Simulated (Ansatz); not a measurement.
Basis-set extrapolation for C8H14, SMILES `CCC1=CCCCC1` (PBE0-D4/def2-TZVP geometry, frozen core, Ansatz). Multiplicity 1, RHF reference.

|  | def2-TZVPP | def2-QZVPP |
| --- | --- | --- |
| HF | -311.203444 | -311.217459 |
| MP2 correlation | -1.357959 | -1.441892 |
| CCSD(T) correlation | -1.491385 | not run |

Energies in hartree. Use E(X) = E(∞) + A·exp(−7.88·√X) for Hartree–Fock and E(X) = E(∞) + B·X^(−2.97) for correlation, with X = 3 and 4, and add CCSD(T) minus MP2 of the smaller set to the MP2 limit.

Q: What is the CCSD(T) energy at the basis-set limit?

A: HF limit: -311.217459 + (-0.014015) × 0.13774 = -311.21939. MP2 limit: -1.441892 + (-0.083933) × 0.74074 = -1.50406. Higher-order term: -1.491385 − (-1.357959) = -0.13343. Total: -312.85688 hartree, 4.41 eV below CCSD(T)/def2-TZVPP.
